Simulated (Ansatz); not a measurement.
Abridged output of a molecular run in Ansatz:

```
Functional definition: HF
1465 factors; integrals over basis functions are off by at most 9.6e-4 eV
mean field evaluation 1: about -72490.9199 eV, gradient 4.5e1 eV
mean field evaluation 2: about -72491.0905 eV, gradient 4.5e1 eV
mean field evaluation 4: about -72496.1920 eV, gradient 4.4e0 eV
mean field evaluation 8: about -72496.3089 eV, gradient 2.4e-1 eV
mean field -72496.30917927 eV, -2664.1902225748 hartree, gradient 2.1e-6 eV, S^2 0.000000; 0 other end points of the search recorded, 0 dependent functions left out
20 core orbitals not correlated: weight in the atoms' cores, before any rotation towards them, 1.000 or more for the frozen orbitals, at most 0.000 for the correlated occupied ones
reference -72496.30917927 eV, -2664.1902225748 hartree; 16, 16 occupied and 211, 211 virtual orbitals, 1465 factors
second order -18.16124513 eV of doubles, -0.00000000 eV of singles
cycle   1  -18.52185880 eV  change   -3.6e-1 eV  update   1.2e-1
cycle   2  -19.16771989 eV  change   -6.5e-1 eV  update   3.8e-2
cycle   3  -19.29565848 eV  change   -1.3e-1 eV  update   2.1e-2
cycle   4  -19.27940057 eV  change    1.6e-2 eV  update   5.7e-3
cycle   5  -19.27923679 eV  change    1.6e-4 eV  update   3.3e-3
cycle   6  -19.27955033 eV  change   -3.1e-4 eV  update   1.1e-3
cycle   7  -19.27909879 eV  change    4.5e-4 eV  update   5.1e-4
cycle   8  -19.27922924 eV  change   -1.3e-4 eV  update   1.8e-4
cycle   9  -19.27929792 eV  change   -6.9e-5 eV  update   6.5e-5
cycle  10  -19.27927477 eV  change    2.3e-5 eV  update   2.3e-5
perturbative correction -0.80882823 eV, -0.0297238892 hartree
Total energy: -72516.39728227 eV, -2664.9284467440 hartree
```

Its atoms:

Cartesian coordinates in Å:
```
Si -1.464 1.687 -1.111
Al -0.116 -0.033 -0.009
N 1.540 -0.378 0.441
Ge 0.688 -1.951 1.119
H -0.606 2.683 -1.810
H -2.378 1.064 -2.106
H -2.293 2.401 -0.102
H 2.515 -0.128 0.470
H 1.236 -3.239 0.461
H 0.879 -2.105 2.647
```

Problem. Which basis set was used?
A. def2-TZVPPD
B. cc-pV(D+d)Z
C. def2-TZVPP
D. def2-SVP

Solution. C. It gives 247 functions.

Problem. Write the keys of the input that set method, charge and spin (a neutral closed shell needs none for the last two).

Solution. 
```yaml
correlation: {method: ccsd_t}
```
